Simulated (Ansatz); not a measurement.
Series [SiX3]-: PBE-D4/def2-TZVPD single points in Ansatz on relaxed structures, gas phase. Core potentials for I, no spin–orbit coupling. The structures are stationary points that may keep the symmetry of their start. Remarks come from the PBE and PBE0 runs and from stability tests at other levels; not every state was tested. A HOMO above zero means that the electron is unbound at that level and held by the basis, or that self-interaction error raises the level; the energy of removing that electron tells which.

| species | atoms | state | geometry | HOMO (eV) | vertical IE (eV) | point group (within 0.1 Å) | remarks |
| --- | --- | --- | --- | --- | --- | --- | --- |
| [SiBr3]- (SiBr3⁻) | 4 | singlet | PBE-D4/def2-SVPD | -1.32 | 3.78 | C3v | – |
| [SiH3]- (SiH3⁻) | 4 | singlet | PBE0-D4/def2-TZVPD | 1.14 | 1.85 | C3v | HOMO above zero at PBE or PBE0 |
| [SiI3]- (SiI3⁻) | 4 | singlet | r2SCAN-D4/def2-SVPD | -1.50 | 3.69 | C3v | – |
| [SiMe3]- (C3H9Si⁻) | 13 | singlet | PBE0-D4/def2-SVPD | 1.10 | 1.39 | C3v | HOMO above zero at PBE or PBE0 |

(1) Estimate the rows for [SiF3]- (SiF3⁻) (singlet, PBE-D4/def2-TZVPD geometry).

(1) 
```json
{"species": "[SiF3]- (SiF3⁻)", "atoms": "4", "state": "singlet", "geometry": "PBE-D4/def2-TZVPD", "HOMO (eV)": "0.10", "vertical IE (eV)": "3.08", "point group (within 0.1 Å)": "C3v", "remarks": "HOMO above zero at PBE or PBE0"}
```

The vertical IE (eV) runs from 1.39 ([SiMe3]-) to 3.78 ([SiBr3]-).
